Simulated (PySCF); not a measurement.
C3H8O2, triplet, at the geometry of the source list (a higher spin typed on purpose: for a closed-shell molecule this is an excited state); B3LYP/def2-SVP (PySCF).

The PySCF input:
```python
from pyscf import gto, scf, dft

mol = gto.M(
    atom='''
C     1.49740000    0.21070000    0.26420000
C     0.09340000    0.38200000   -0.30340000
O    -0.62200000    1.41610000    0.34790000
C    -0.71930000   -0.91880000   -0.22110000
O    -2.00020000   -0.74760000   -0.76880000
H     2.03680000    1.15230000    0.20750000
H     1.44840000   -0.10470000    1.30570000
H     2.04010000   -0.54110000   -0.30040000
H     0.14120000    0.70250000   -1.34960000
H    -0.59560000    1.25210000    1.29830000
H    -0.23270000   -1.71600000   -0.78560000
H    -0.79530000   -1.23070000    0.83530000
H    -2.29210000    0.14330000   -0.52990000
''',
    basis='def2-svp',
    spin=2,
    verbose=4,
)

mf = dft.UKS(mol)
mf.xc = 'b3lyp'
mf.kernel()
```

What the program printed (banner, timings and long lists left out):

```
PySCF version 2.14.0

[INPUT] verbose = 4
[INPUT] num. atoms = 13
[INPUT] num. electrons = 42
[INPUT] charge = 0
[INPUT] spin (= nelec alpha-beta = 2S) = 2
[INPUT] symmetry False subgroup None
[INPUT] Mole.unit = angstrom
[INPUT] Symbol           X                Y                Z      unit          X                Y                Z       unit  Magmom
[INPUT]  1 C      1.497400000000   0.210700000000   0.264200000000 AA    2.829675898924   0.398165294446   0.499265642110 Bohr   0.0
[INPUT]  2 C      0.093400000000   0.382000000000  -0.303400000000 AA    0.176500420034   0.721875379584  -0.573342906193 Bohr   0.0
[INPUT]  3 O     -0.622000000000   1.416100000000   0.347900000000 AA   -1.175409649479   2.676041164997   0.657435718736 Bohr   0.0
[INPUT]  4 C     -0.719300000000  -0.918800000000  -0.221100000000 AA   -1.359280001400  -1.736280363250  -0.417818446141 Bohr   0.0
[INPUT]  5 O     -2.000200000000  -0.747600000000  -0.768800000000 AA   -3.779830194355  -1.412759250725  -1.452821444566 Bohr   0.0
[INPUT]  6 H      2.036800000000   1.152300000000   0.207500000000 AA    3.848994170514   2.177531413336   0.392118170847 Bohr   0.0
[INPUT]  7 H      1.448400000000  -0.104700000000   1.305700000000 AA    2.737079318820  -0.197854325242   2.467415400845 Bohr   0.0
[INPUT]  8 H      2.040100000000  -0.541100000000  -0.300400000000 AA    3.855230266725  -1.022530806002  -0.567673727819 Bohr   0.0
[INPUT]  9 H      0.141200000000   0.702500000000  -1.349600000000 AA    0.266829328789   1.327532602507  -2.550374377713 Bohr   0.0
[INPUT] 10 H     -0.595600000000   1.252100000000   1.298300000000 AA   -1.125520879791   2.366126080568   2.453431427523 Bohr   0.0
[INPUT] 11 H     -0.232700000000  -1.716000000000  -0.785600000000 AA   -0.439739269186  -3.242770029754  -1.484568843458 Bohr   0.0
[INPUT] 12 H     -0.795300000000  -1.230700000000   0.835300000000 AA   -1.502899186867  -2.325685941502   1.578488231849 Bohr   0.0
[INPUT] 13 H     -2.292100000000   0.143300000000  -0.529900000000 AA   -4.331441250116   0.270797753650  -1.001365873407 Bohr   0.0

nuclear repulsion = 195.316196438787
number of shells = 54
number of NR pGTOs = 176
number of NR cGTOs = 110
basis = def2-svp
ecp = {}

******** <class 'pyscf.dft.uks.UKS'> ********
method = UKS
initial guess = minao
damping factor = 0
level_shift factor = 0
DIIS = <class 'pyscf.scf.diis.CDIIS'>
diis_start_cycle = 1
diis_space = 8
diis_damp = 0
SCF conv_tol = 1e-09
SCF conv_tol_grad = None
SCF max_cycles = 50
direct_scf = True
direct_scf_tol = 1e-13
number electrons alpha = 22  beta = 20
XC library pyscf.dft.libxc version 7.1.2
    S. Lehtola, C. Steigemann, M. J. T. Oliveira, and M. A. L. Marques,  SoftwareX 7, 1–5 (2018)
XC functionals = b3lyp
    P. J. Stephens, F. J. Devlin, C. F. Chabalowski, and M. J. Frisch,  J. Phys. Chem. 98, 11623 (1994)
radial grids:
    Treutler-Ahlrichs [JCP 102, 346 (1995); DOI:10.1063/1.469408] (M4) radial grids

becke partition: Becke, JCP 88, 2547 (1988); DOI:10.1063/1.454033
pruning grids: <function nwchem_prune>
grids dens level: 3
symmetrized grids: False
atomic radii adjust function: <function treutler_atomic_radii_adjust>
small_rho_cutoff = 0
Set gradient conv threshold to 3.16228e-05
tot grids = 148984
init E= -269.716173773007

cycle= 1 E= -268.959739621188  delta_E= 0.756  |g|= 0.582  |ddm|= 3.94

cycle= 2 E= -268.515043811509  delta_E= 0.445  |g|= 1.16  |ddm|= 4.07

cycle= 3 E= -269.013648572187  delta_E= -0.499  |g|= 0.425  |ddm|= 4.02

cycle= 4 E= -269.08736842827  delta_E= -0.0737  |g|=  0.2  |ddm|= 1.15

cycle= 5 E= -269.104438544644  delta_E= -0.0171  |g|= 0.0576  |ddm|= 0.409

cycle= 6 E= -269.105936959531  delta_E= -0.0015  |g|= 0.0317  |ddm|= 0.299

cycle= 7 E= -269.106408989973  delta_E= -0.000472  |g|= 0.0166  |ddm|= 0.15

cycle= 8 E= -269.106487821194  delta_E= -7.88e-05  |g|= 0.014  |ddm|= 0.0625

cycle= 9 E= -269.10657447096  delta_E= -8.66e-05  |g|= 0.00964  |ddm|= 0.0791

cycle= 10 E= -269.106616447506  delta_E= -4.2e-05  |g|= 0.00649  |ddm|= 0.0624

cycle= 11 E= -269.106646910809  delta_E= -3.05e-05  |g|= 0.00203  |ddm|= 0.0729

cycle= 12 E= -269.106650754651  delta_E= -3.84e-06  |g|= 0.00067  |ddm|= 0.025

cycle= 13 E= -269.106651335363  delta_E= -5.81e-07  |g|= 0.000269  |ddm|= 0.0114

cycle= 14 E= -269.106651418693  delta_E= -8.33e-08  |g|= 8.72e-05  |ddm|= 0.00401

cycle= 15 E= -269.106651431169  delta_E= -1.25e-08  |g|= 6.18e-05  |ddm|= 0.00144

cycle= 16 E= -269.106651435073  delta_E= -3.9e-09  |g|= 1.73e-05  |ddm|= 0.000468

cycle= 17 E= -269.106651435329  delta_E= -2.56e-10  |g|= 1.04e-05  |ddm|= 0.00012

Extra cycle  E= -269.106651435084  delta_E= 2.45e-10  |g|= 2.57e-05  |ddm|= 9.78e-05
converged SCF energy = -269.106651435084  <S^2> = 2.0045265  2S+1 = 3.0030162
```
